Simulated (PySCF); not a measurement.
Isomers of C4H6FNSi, mass 115.025 u with the commonest isotopes. Method used: wB97X-D/def2-SVPD in PySCF (dipole) on a GFN2-xTB geometry, gas phase. One conformer each, none proved a minimum here; rigid rotors.

Task: Order these by rotational constant B, smallest first.
A. `[N:1]#[C:2][SiH2:3]/[CH:4]=[CH:5]\[CH2:6][F:7]` with C2–Si3–C4–C5 -56°, C4–C5–C6–F7 -17°
B. `[CH:1]#[C:2][Si@@H:3]([NH2:4])[C:5](=[CH2:6])[F:7]` with C2–Si3–N4–H -64° and 152°, C2–Si3–C5–C6 23°
C. `[N:1]#[C:2]/[CH:3]=[CH:4]/[C@H:5]([F:6])[SiH3:7]` with C3–C4–C5–F6 14°

Result: C (978.6 MHz), B (1600 MHz), A (1786 MHz).

Task: Order these by radius of gyration √(Σ m r²/M), smallest first.
A. `[N:1]#[C:2][SiH2:3]/[CH:4]=[CH:5]\[CH2:6][F:7]` with C2–Si3–C4–C5 -56°, C4–C5–C6–F7 -17°
B. `[N:1]#[C:2]/[CH:3]=[CH:4]/[C@H:5]([F:6])[SiH3:7]` with C3–C4–C5–F6 14°
C. `[CH:1]#[C:2][Si@@H:3]([NH2:4])[C:5](=[CH2:6])[F:7]` with C2–Si3–N4–H -64° and 152°, C2–Si3–C5–C6 23°

Result: A (1.898 Å), C (2.003 Å), B (2.290 Å).

Task: Order these by rotational constant A, largest first.
A. `[N:1]#[C:2]/[CH:3]=[CH:4]/[C@H:5]([F:6])[SiH3:7]` with C3–C4–C5–F6 14°
B. `[CH:1]#[C:2][Si@@H:3]([NH2:4])[C:5](=[CH2:6])[F:7]` with C2–Si3–N4–H -64° and 152°, C2–Si3–C5–C6 23°
C. `[N:1]#[C:2][SiH2:3]/[CH:4]=[CH:5]\[CH2:6][F:7]` with C2–Si3–C4–C5 -56°, C4–C5–C6–F7 -17°

Result: A (4749 MHz), B (3110 MHz), C (2826 MHz).

```json
{"SMILES": "C#C[Si@@H](N)C(=C)F", "point group": "C1", "Ia (u·Å²)": "162.50", "Ib (u·Å²)": "315.85", "Ic (u·Å²)": "444.26", "κ": "-0.53", "μa (D)": "1.34", "μb (D)": "0.23", "μc (D)": "0.09"}
{"SMILES": "N#C[SiH2]/C=C\\CF", "point group": "C1", "Ia (u·Å²)": "178.86", "Ib (u·Å²)": "282.92", "Ic (u·Å²)": "367.23", "κ": "-0.43", "μa (D)": "3.88", "μb (D)": "2.56", "μc (D)": "0.06"}
{"SMILES": "N#C/C=C/[C@H](F)[SiH3]", "point group": "C1", "Ia (u·Å²)": "106.41", "Ib (u·Å²)": "516.43", "Ic (u·Å²)": "583.92", "κ": "-0.94", "μa (D)": "4.62", "μb (D)": "0.37", "μc (D)": "1.02"}
```
